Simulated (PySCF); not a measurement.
# Reading the logs of faulty runs: BH4O2Si

These are calculations, not measurements. They come from PySCF 2.14.0, an open-source quantum chemistry program, on an isolated molecule that a program drew, which may never have been made. The molecule is BH4O2Si (charge 0, doublet), drawn as the SMILES string `B[Si](O)O`.

Each row is a Hartree-Fock (HF) and frozen-core CCSD(T) single point in the cc-pV(D+d)Z basis, meant for a local HF minimum. Run 1 is clean. Each other run has one planted mistake out of seven kinds, and not every kind appears here: one electron removed, one electron added, multiplicity raised by two, geometry at a saddle point, minimal basis STO-3G, one bond length entered in bohr, all coordinates scaled. The reference is restricted for singlets and unrestricted otherwise, and also for a bond in bohr. Adding or removing an electron swaps singlet and doublet. Electrons count all cores. HOMO and LUMO are orbital energies over both spins, the gradient is its largest component, and the lowest frequency (negative if imaginary) is given only where the gradient is small. Bond lengths are over the 7 bonds as drawn. T1 is the CCSD diagnostic: over 0.02 (restricted) or 0.045 (unrestricted) a single reference is doubtful.

Geometry of the clean run:
```xyz
8
BH4O2Si, angstrom
B    -0.6132   -1.8640   -0.3237
Si    0.2554   -1.1082    1.1783
O     0.5557    0.4579    1.4722
O     0.8700   -1.8782    2.4661
H    -1.0083   -1.1359   -1.1916
H    -0.7501   -3.0548   -0.3755
H     0.2718    1.0923    0.8295
H     0.7981   -2.8217    2.4946
```

| run | electrons | basis functions | <S^2> | HOMO (eV) | LUMO (eV) | gradient (hartree/bohr) | lowest frequency (cm^-1) | mean bond (Å) | longest bond (Å) | T1 | HF (hartree) | CCSD(T) (hartree) | mistake |
|---|---|---|---|---|---|---|---|---|---|---|---|---|---|
| 1 | 39 | 85 | 0.758 | -7.68 | 1.42 | 1.6e-05 | 206 | 1.3469 | 1.892 | 0.0149 | -465.71587 | -466.30603 | no fault |
| 2 | 39 | 85 | 0.757 | -7.72 | 1.63 | 6.0e-02 | - | 1.2836 | 1.804 | 0.0133 | -465.69488 | -466.27583 | all coordinates scaled |
| 3 | 38 | 85 | 0.000 | -19.02 | -6.16 | 9.0e-02 | - | 1.3469 | 1.892 | 0.0175 | -465.46254 | -466.04064 | one electron removed |
| 4 | 39 | 85 | 3.764 | -4.38 | -2.46 | 1.5e-01 | - | 1.3469 | 1.892 | 0.0274 | -465.45847 | -466.04056 | ? |

**Which mistake was planted in run 4, and what did it cost?**

Electrons, basis and geometry are unchanged, and <S^2> is 3.764, beside S(S+1) = 3.75 for a multiplicity of 4. So the mistake is: multiplicity raised by two. Subtracting run 1 and multiplying by 627.51 kcal/mol a hartree, the energy moved by 161.5 kcal/mol in HF and 166.6 kcal/mol in CCSD(T).

